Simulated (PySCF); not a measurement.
Species: [VI4]- (charge -1 and triplet state).
Structure used (PBE0-D3(BJ)/def2-SVP), in Å, numbered top down from 1:
```
atom  x, y, z in Å
V1     0.0129   -0.0208   -0.0160
I2     0.0049   -0.0489    2.5801
I3     2.4644   -0.0462   -0.8792
I4    -1.1725    2.1284   -0.8585
I5    -1.2348   -2.1231   -0.8886
```

Theory: PySCF, PBE0-D3(BJ)/def2-SVP geometry optimisation, gas phase, def2 core potentials past Kr.

Masses are those of the commonest isotopes; rigid-rotor values at the optimised geometry. 

Q: What are A, B and C (cm⁻¹)?

A: Ia = 2272.75, Ib = 2280.61, Ic = 2291.31 u·Å²; 505379 MHz·u·Å²/I gives 222.4, 221.6 and 220.6 MHz, that is A = 0.00742, B = 0.00739, C = 0.00736 cm⁻¹.

Q: Classify the top.

A: A spherical top, as the point group Td requires three equal moments; the computed ones differ by 0.81 % because the geometry is symmetric only within the optimiser's tolerance.

The point group Td allows no dipole (computed: 0.02 D (about the centre of mass, as the species is charged)), so a rigid rotor has no electric-dipole lines.

For this open shell read J as N, the rotation without spin; fine and hyperfine splittings come on top. No PBE0-D3(BJ)/def2-SVP frequencies stand behind this structure, so it isn't proved a minimum. ⟨S²⟩ = 2.048 (exact for a triplet: 2.00). The geometry's basis has no diffuse functions, a weakness for an anion. Constants of a rigid frame at the computed geometry: no zero-point averaging, no centrifugal distortion.
